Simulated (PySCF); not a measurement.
Te(OMe)(SMe) (C₂H₆OSTe), SMILES CO[Te]SC. Atoms are numbered in the order given.

```xyz
11

Te     0.2151    -0.0397     0.7704
O     -1.6798    -0.5579     0.3819
C     -2.5657     0.4777     0.0470
H     -2.2653     1.0005    -0.8800
H     -3.5516     0.0156    -0.1253
H     -2.6686     1.2315     0.8500
S      0.9069     0.6546    -1.3965
C      1.2665    -0.9069    -2.2576
H      2.0821    -1.4542    -1.7668
H      1.5755    -0.6304    -3.2769
H      0.3671    -1.5338    -2.3109
```
Charge 0, spin multiplicity 1.

The structure is a stationary point at PBE0-D3(BJ)/def2-SVP. The structure was generated by enumeration, and PubChem lists no compound with its InChIKey, so it may never have been made. The def2 effective core potentials stand for the cores of Te; spin–orbit coupling is left out. Other conformers were not sampled.

Level of theory: PBE/def2-TZVP run with PySCF.

ESP charges are fitted to the potential on shells at 1.4 to 2.0 van der Waals radii. Atomic charges (e):

| atom | ESP fit | Mulliken | Löwdin |
|---|---|---|---|
| Te1 | 0.14 | 0.29 | 0.31 |
| O2 | -0.26 | -0.38 | -0.15 |
| C3 | -0.01 | -0.19 | -0.45 |
| H4 | 0.03 | ? | 0.10 |
| H5 | 0.08 | ? | 0.11 |
| H6 | 0.04 | ? | 0.10 |
| S7 | -0.13 | ? | 0.20 |
| C8 | -0.31 | -0.33 | -0.56 |
| H9 | 0.11 | ? | 0.11 |
| H10 | 0.17 | ? | 0.12 |
| H11 | 0.13 | ? | 0.11 |

Q: What belongs in the gaps? (An estimate is asked for; the answer gives what the named calculation found.)

A: 
- H4, Mulliken: 0.12
- H5, Mulliken: 0.12
- H6, Mulliken: 0.11
- S7, Mulliken: -0.18
- H9, Mulliken: 0.15
- H10, Mulliken: 0.14
- H11, Mulliken: 0.16

Computed Mayer and Wiberg (Löwdin basis) orders of the bonds:
```json
[
 {"bond": "Te1–O2", "Mayer": "0.95", "Wiberg": "1.31"},
 {"bond": "O2–C3", "Mayer": "1.00", "Wiberg": "1.65"},
 {"bond": "C3–H4", "Mayer": "0.96", "Wiberg": "0.94"},
 {"bond": "C3–H5", "Mayer": "0.95", "Wiberg": "0.93"},
 {"bond": "C3–H6", "Mayer": "0.96", "Wiberg": "0.94"},
 {"bond": "Te1–S7", "Mayer": "1.27", "Wiberg": "1.62"},
 {"bond": "S7–C8", "Mayer": "1.01", "Wiberg": "1.52"},
 {"bond": "C8–H9", "Mayer": "0.95", "Wiberg": "0.94"},
 {"bond": "C8–H10", "Mayer": "0.94", "Wiberg": "0.93"},
 {"bond": "C8–H11", "Mayer": "0.95", "Wiberg": "0.94"}
]
```
